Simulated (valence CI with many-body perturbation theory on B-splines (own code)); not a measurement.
# E1 line list for W²⁴⁺

Calculated by relativistic CI+MBPT: four valence electrons over a frozen Dirac-Fock core [Kr] 4d10, radial functions for each j: 7 s, 7 p, 7 d, 7 f, 4 g, 2 h, with the one-electron correlation potential Σ1, the two-electron term Σ2, the three-electron term Σ3, Breit, model QED; selected CI, second order for the rest (own B-spline code, finite nucleus).

No measured levels were compared; by estimate terms of the open shell hold to a few per cent of their energy, and close levels can change places.

Lines 1 to 50 of 336 in falling wavelength, among levels below 1159900 cm⁻¹, chosen from the strongest by gf and those to the six lowest levels. Wavelengths and rates use the calculated energies, so an error of 2000 cm⁻¹ moves a line at 47.67 nm by 0.95 % and its rate by three times that or more. Electric multipoles are in the length gauge, E1 and E2 with the static RPA response of the core. Weak lines are less certain than strong ones. Lines between different terms over intervals too small for the method are left out, as are lines whose strength nearly cancels. Where a level lies close to another of its J and parity, the split of strength between their lines is uncertain. The highest levels of a list are the least certain.

Names give the largest LS component (configuration and term), which can be under half, so a name can repeat, a term be missing and a line seem to break the LS rules; names also repeat where a configuration has a term twice. Letters in brackets count levels of one name in rising energy.

```tsv
λ vac (nm)	Upper	Lower	A (s⁻¹)	S (a.u.) with core polarisation	S without
47.67	4f3.5p 5G_2	4f3.5s 3G°_3 [d]	4.33e+05	1.16e-04	1.51e-04
46.43	4f3.5p 3I_5	4f3.5s 1G°_4	1.91e+05	1.04e-04	1.35e-04
44.65	4f3.5p 5G_3	4f3.5s 3G°_3 [d]	7.44e+05	2.29e-04	2.96e-04
44.12	4f3.5p 5G_3	4f3.5s 3G°_4 [c]	8.32e+05	2.47e-04	3.20e-04
43.19	4f3.5p 3H_4 [b]	4f3.5s 1F°_3 [a]	7.97e+05	2.85e-04	3.70e-04
42.34	4f3.5p 3H_4 [b]	4f3.5s 3D°_3 [d]	4.26e+05	1.44e-04	1.87e-04
41.80	4f3.5p 5K_5	4f3.5s 3I°_5 [b]	9.77e+05	3.87e-04	5.01e-04
41.57	4f3.5p 5H_6	4f3.5s 1H°_5 [b]	4.03e+05	1.86e-04	2.40e-04
41.46	4f3.5p 5K_6	4f3.5s 1I°_6	5.32e+05	2.43e-04	3.15e-04
41.21	4f3.5p 5K_6	4f3.5s 3L°_7 [b]	3.86e+05	1.73e-04	2.25e-04
41.00	4f3.5p 3I_5	4f3.5s 1H°_5 [b]	3.10e+05	1.16e-04	1.50e-04
40.79	4f3.5p 5I_5	4f3.5s 1I°_6	2.32e+05	8.53e-05	1.11e-04
40.60	4f3.5p 3H_4 [b]	4f3.5s 1H°_5 [b]	3.18e+05	9.46e-05	1.23e-04
39.34	4f3.5p 3D_2	4f3.5s 3D°_2 [e]	3.62e+06	5.44e-04	7.04e-04
39.27	4f3.5p 5K_7	4f3.5s 1L°_8	2.84e+05	1.27e-04	1.65e-04
38.91	4f3.5p 5K_6	4f3.5s 3G°_5 [b]	2.98e+05	1.13e-04	1.45e-04
38.88	4f3.5p 5K_6	4f3.5s 3I°_6 [b]	4.80e+05	1.81e-04	2.33e-04
38.85	4f3.5p 5K_5	4f3.5s 1H°_5 [a]	4.03e+05	1.28e-04	1.66e-04
38.82	4f3.5p 3H_4 [a]	4f3.5s 5D°_3	6.70e+05	1.74e-04	2.25e-04
38.79	4f3.5p 3H_4 [b]	4f3.5s 3D°_3 [c]	5.87e+06	1.52e-03	1.98e-03
38.69	4f3.5p 5G_3	4f3.5s 3D°_3 [c]	1.27e+06	2.54e-04	3.28e-04
38.49	4f3.5p 3D_2	4f3.5s 3F°_2 [b]	3.82e+06	5.37e-04	6.96e-04
38.48	4f3.5p 5K_7	4f3.5s 1I°_6	1.92e+06	8.10e-04	1.04e-03
38.46	4f3.5p 3D_1	4f3.5s 3D°_1 [d]	3.30e+06	2.78e-04	3.59e-04
38.35	4f3.5p 3H_4 [a]	4f3.5s 3G°_3 [c]	8.67e+05	2.17e-04	2.82e-04
38.32	4f3.5p 5G_2	4f3.5s 3D°_1 [c]	6.39e+05	8.88e-05	1.15e-04
38.30	4f3.5p 5I_5	4f3.5s 3I°_6 [b]	4.04e+05	1.23e-04	1.59e-04
38.27	4f3.5p 5K_7	4f3.5s 3L°_7 [b]	6.47e+05	2.68e-04	3.44e-04
38.12	4f3.5p 5H_6	4f3.5s 1I°_6	8.69e+05	3.09e-04	3.99e-04
38.08	4f3.5p 5K_6	4f3.5s 3I°_5 [b]	1.28e+06	4.53e-04	5.83e-04
38.06	4f3.5p 5K_5	4f3.5s 3K°_6	2.71e+06	8.11e-04	1.05e-03
38.05	4f3.5p 3H_4 [b]	4f3.5s 3D°_3 [b]	1.70e+06	4.15e-04	5.38e-04
37.93	4f3.5p 5K_7	4f3.5s 3L°_8	3.45e+06	1.39e-03	1.80e-03
37.89	4f3.5p 3I_5	4f3.5s 3H°_4 [c]	8.95e+05	2.64e-04	3.42e-04
37.87	4f3.5p 3H_4 [a]	4f3.5s 3G°_4 [a]	4.32e+05	1.04e-04	1.34e-04
37.82	4f3.5p 5K_5	4f3.5s 3H°_6 [a]	2.35e+05	6.90e-05	8.92e-05
37.76	4f3.5p 5K_7	4f3.5s 3I°_7 [b]	2.48e+05	9.90e-05	1.28e-04
37.70	4f3.5p 3D_2	4f3.5s 3D°_3 [b]	7.58e+05	1.00e-04	1.29e-04
37.66	4f3.5p 3D_1	4f3.5s 3D°_1 [c]	2.99e+06	2.37e-04	3.07e-04
37.64	4f3.5p 3I_5	4f3.5s 1I°_6	2.11e+06	6.12e-04	7.91e-04
37.55	4f3.5p 3H_4 [b]	4f3.5s 3H°_4 [c]	5.34e+05	1.26e-04	1.63e-04
37.52	4f3.5p 5I_5	4f3.5s 3I°_5 [b]	3.13e+05	8.97e-05	1.16e-04
37.45	4f3.5p 3H_4 [a]	4f3.5s 1H°_5 [a]	6.50e+05	1.52e-04	1.95e-04
37.41	4f3.5p 5H_6	4f3.5s 3I°_7 [b]	2.07e+06	6.94e-04	8.91e-04
37.17	4f3.5p 5G_2	4f3.5s 3D°_2 [c]	4.93e+06	6.24e-04	8.07e-04
37.01	4f3.5p 5K_6	4f3.5s 3L°_7 [a]	2.25e+05	7.31e-05	9.45e-05
36.97	4f3.5p 5K_5	4f3.5s 5G°_4	1.68e+06	4.62e-04	5.95e-04
36.85	4f3.5p 3D_2	4f3.5s 3D°_1 [d]	1.32e+06	1.63e-04	2.09e-04
36.82	4f3.5p 5I_5	4f3.5s 3H°_6 [b]	5.27e+05	1.43e-04	1.82e-04
36.81	4f3.5p 5H_6	4f3.5s 3G°_5 [c]	9.41e+06	3.01e-03	3.89e-03
```
